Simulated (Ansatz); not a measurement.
Computed with Ansatz on PBE0-D4/def2-TZVP structures; ΔE is electronic, products minus reactants. CCSD(T)/CBS adds triple-zeta CCSD(T) − MP2 to the extrapolated MP2 energy (def2 sets, frozen cores). DFT in def2-TZVPP. One conformer a species, not always the lowest.

`SC1=C[SiH2]1` → `[SiH3]C#CS`  (isomerisation)

```tsv
level	ΔE (kJ/mol)
RPA@PBE/def2-TZVPP	-18.8
MP2/def2-QZVPP	-17.1
```

(1) What does CCSD(T)/CBS give? (Estimate.)

Largest T1 diagnostic among the species: 0.014.

Answers

(1) Ansatz gave: -15.6 kJ/mol. The listed levels differ from it by -3.2, -1.5 kJ/mol.

In def2-TZVPP, CCSD(T) changes the Hartree–Fock value by +20.1 kJ/mol (the triples alone add +2.2 kJ/mol) and MP2 by +19.8 kJ/mol. The D4 term adds +4.5 kJ/mol with B3LYP and +2.2 kJ/mol with PBE0; it sums over pairs of atoms, weighted by their polarisabilities, and B3LYP, whose exchange is more repulsive, gets the larger term. Leaving LDA and LC-ωPBE aside and taking each functional with its dispersion term where it has one, the values, not all of them listed here, spread over 30.2 kJ/mol, from B2PLYP to PBE0-D4. LDA lies +18.5 kJ/mol from PBE without D4.

B3LYP here is the variant with VWN-RPA as its local correlation; programs differ in this.
